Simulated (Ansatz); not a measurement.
One change: `[NH2][Ta]([NH2])(=[O])[OH]` becomes `[NH2][Ta](=[O])([OH])[OH]`.

Ansatz, PBE0-D4/def2-TZVP geometries, multiplicity 1. Each molecule was computed in one conformer, which needn't be the lowest.

Elements past krypton have def2 core potentials.

```tsv
property	`[NH2][Ta]([NH2])(=[O])[OH]`
size of the dipole moment (ωB97M-V/def2-TZVPP) / D	2.80
LUMO energy (B3LYP/def2-TZVPP) / eV	-0.40
HOMO–LUMO gap (PBE0/def2-TZVPP) / eV	7.28
HOMO energy (PBE/def2-TZVPP) / eV	-5.93
HOMO–LUMO gap (PBE/def2-TZVPP) / eV	5.05
HOMO energy (PBE0/def2-TZVPP) / eV	-7.35
```

(1) Give the same properties after the change, and the shifts. (Estimate.)

## Answers

(1) Computed: 
| property | `[NH2][Ta](=[O])([OH])[OH]` | shift |
| --- | --- | --- |
| size of the dipole moment (ωB97M-V/def2-TZVPP) / D | 3.85 | 1.05 |
| LUMO energy (B3LYP/def2-TZVPP) / eV | -0.62 | -0.22 |
| HOMO–LUMO gap (PBE0/def2-TZVPP) / eV | 7.69 | 0.41 |
| HOMO energy (PBE/def2-TZVPP) / eV | -6.52 | -0.59 |
| HOMO–LUMO gap (PBE/def2-TZVPP) / eV | 5.42 | 0.37 |
| HOMO energy (PBE0/def2-TZVPP) / eV | -7.99 | -0.64 |

With PBE0 the HOMO falls by 0.64 eV and the LUMO falls by 0.23 eV, so the gap widens by about 0.41 eV. PBE moves the HOMO by -0.59 eV and ωB97M-V by -0.68 eV. The zero-point energy changes by -32.1 kJ/mol with -3 modes. Dipoles are sizes alone; their direction can turn.

B3LYP here is the variant with VWN-RPA as its local correlation; programs differ in this.
